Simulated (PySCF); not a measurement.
Task: Give a PBE0-D3(BJ)/def2-SVP geometry of `F[SiH2]/N=C\C(F)(F)F`.

Result: 
```
atom  x, y, z in Å
F1     3.1868    0.3988    0.5992
Si2    1.8215   -0.1229   -0.0959
N3     0.5171    0.6767    0.7365
C4    -0.7318    0.6549    0.6860
C5    -1.5582   -0.2135   -0.2522
F6    -0.7812   -0.9662   -1.0318
F7    -2.3542   -1.0186    0.4476
F8    -2.3217    0.5466   -1.0333
H9     1.7658   -1.5918    0.1063
H10    1.8520    0.3071   -1.5161
H11   -1.3603    1.2881    1.3421
```

Orientation and origin are arbitrary. Atoms count from 1 in this order. Si2 (fluorine-bound silicon) is distorted tetrahedral (angles from 106.2° to 114.7°). N3 (C=N nitrogen) is bent (angle 136.1°). All 3 C–F bonds measure 1.331 to 1.333 Å. Of the pairs four or more bonds apart, Si2···F6 is among the closest relative to their van der Waals radii: 2.89 Å, 81 % of the sum of Bondi's values.

Bonds between heavy atoms (Å): F1–Si2 1.618, Si2–N3 1.742, N3=C4 1.250, C4–C5 1.522, C5–F6 1.333, C5–F7 1.331, C5–F8 1.331.

Method used: PBE0-D3(BJ)/def2-SVP geometry optimisation, gas phase (PySCF 2.14.0).

Point group: near Cs, missed by 0.12 Å at most; the miss may be what the optimiser left on a soft mode. Stationary, but not proved a minimum. One conformer, not necessarily the lowest (F1–Si2–N3–C4 -177°).
